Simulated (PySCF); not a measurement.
# Shieldings and the share of exact exchange

Molecule: `B[C@@H](C#C)CCl`, C₄H₆BCl.

Molfile (atoms numbered from 1):
```
C4H6BCl
     RDKit          3D

 12 11  0  0  0  0  0  0  0  0999 V2000
    0.3878    1.3129   -0.1076 B   0  0  0  0  0  0  0  0  0  0  0  0
   -0.3352   -0.0358   -0.5198 C   0  0  1  0  0  0  0  0  0  0  0  0
    0.9847   -0.6089   -0.3177 C   0  0  0  0  0  0  0  0  0  0  0  0
    2.1571   -0.8103   -0.0555 C   0  0  0  0  0  0  0  0  0  0  0  0
   -1.3999   -0.5884    0.4078 C   0  0  0  0  0  0  0  0  0  0  0  0
   -2.8748    0.4143    0.3111 Cl  0  0  0  0  0  0  0  0  0  0  0  0
    0.9103    1.9907   -0.9558 H   0  0  0  0  0  0  0  0  0  0  0  0
    0.4065    1.6180    1.0598 H   0  0  0  0  0  0  0  0  0  0  0  0
   -0.6361   -0.0905   -1.5761 H   0  0  0  0  0  0  0  0  0  0  0  0
    3.1859   -1.0434    0.1507 H   0  0  0  0  0  0  0  0  0  0  0  0
   -1.6903   -1.6145    0.1434 H   0  0  0  0  0  0  0  0  0  0  0  0
   -1.0561   -0.5728    1.4506 H   0  0  0  0  0  0  0  0  0  0  0  0
  1  2  1  0
  2  3  1  0
  3  4  3  0
  2  5  1  0
  5  6  1  0
  1  7  1  0
  1  8  1  0
  2  9  1  6
  4 10  1  0
  5 11  1  0
  5 12  1  0
M  END
```

GIAO shieldings (ppm, equivalent atoms averaged) in PySCF 2.14.0 with density-fitted response routines on the PBE0-D3(BJ)/def2-SVP geometry, basis pcSseg-1, gas phase, non-relativistic:

```tsv
functional	exact exchange (%)	σ(B1)	σ(C4)	σ(C5)	σ(C2)
BLYP	0	54.2	84.3	120.3	137.1
BP86	0	57.7	86.1	125.8	141.9
PBE	0	56.4	86.0	126.3	142.1
B3LYP	20	57.8	86.3	126.2	143.3
mPW1PW91	25	61.4	88.3	132.1	148.7
BHandHLYP	50	63.4	89.5	133.6	151.4
HF	100	75.4	95.9	144.9	164.1
```

(1) Fit each shielding as a line in the percentage of exact exchange.

(2) What does the line predict for PBE0 (25 %), and what does the run give?

Results:

(1) σ(B1) = 55.6 + 0.19 x (rms 1.4 ppm); σ(C4) = 85.2 + 0.10 x (rms 0.8 ppm); σ(C5) = 124.1 + 0.21 x (rms 2.2 ppm); σ(C2) = 140.4 + 0.24 x (rms 1.9 ppm). The functionals also differ in their semilocal parts, which the line can't hold; Hartree–Fock has no correlation at all.

(2) σ(B1): 60.4 predicted, 61.1 computed; σ(C4): 87.7 predicted, 88.7 computed; σ(C5): 129.3 predicted, 133.0 computed; σ(C2): 146.4 predicted, 149.3 computed ppm.
